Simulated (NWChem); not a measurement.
**Worked example: ideal-gas entropy of AlSiNH6O (SMILES O[SiH2][NH][AlH2])**

A singlet with charge 0, relaxed at HF/6-31G* (spherical functions) (NWChem 7.3.0):

```xyz
10

O    -0.7994   -2.0541   -0.0520
Si    0.5023   -1.0373   -0.0775
N     0.0701    0.4780    0.5987
Al   -0.1676    2.0816   -0.1663
H    -0.6424   -2.9838   -0.1380
H     0.9583   -0.7946   -1.4570
H     1.5930   -1.6899    0.6795
H    -0.1513    0.4377    1.5774
H     0.1067    2.2482   -1.7114
H    -0.6319    3.2723    0.7654
```

Harmonic wavenumbers in cm⁻¹: 51, 170, 187, 202, 323, 530, 574, 638, 674, 797, 831, 850, 901, 914, 987, 1077, 1085, 1274, 2034, 2049, 2350, 2395, 3752, 4123.

Masses in u: O 15.999, Si 28.085, N 14.007, Al 26.982, H 1.008. Take T = 298.15 K, p = 1 bar, R = 8.3145 J/(mol K), kT/hc = 207.22 cm⁻¹, rigid rotor and harmonic oscillator.

Problem. Work out S° at 298 K.

Solution. 
1. Translation (Sackur–Tetrode): S = R[3/2 ln M + 5/2 ln T − 1.1517] with M = 91.121 gives 165.1 J/(mol K).
2. Rotation: principal moments 37.099, 261.036, 268.870 u Å² give A, B, C = 0.4544, 0.0646, 0.0627 cm⁻¹; the symmetry number is σ = 1; q = (√π/σ)√((kT/hc)³/ABC) = 123240; S = R(ln q + 3/2) = 109.9.
3. Vibration: with u = ν̃/207.22, each mode gives R[u/(eᵘ − 1) − ln(1 − e⁻ᵘ)]; the sum is 66.1, most from 51 cm⁻¹ (20.0), 170 cm⁻¹ (10.2), 187 cm⁻¹ (9.4).
4. Spin and the two mirror images of this shape: R ln 2 = 5.8.
5. Sum: 165.1 + 109.9 + 66.1 + 5.8 = 346.9 J/(mol K).

No measured value is set beside it here. Where a soft mode is a torsion, a harmonic oscillator describes it poorly. One conformer is counted; others would raise S. Unscaled Hartree–Fock wavenumbers run high.
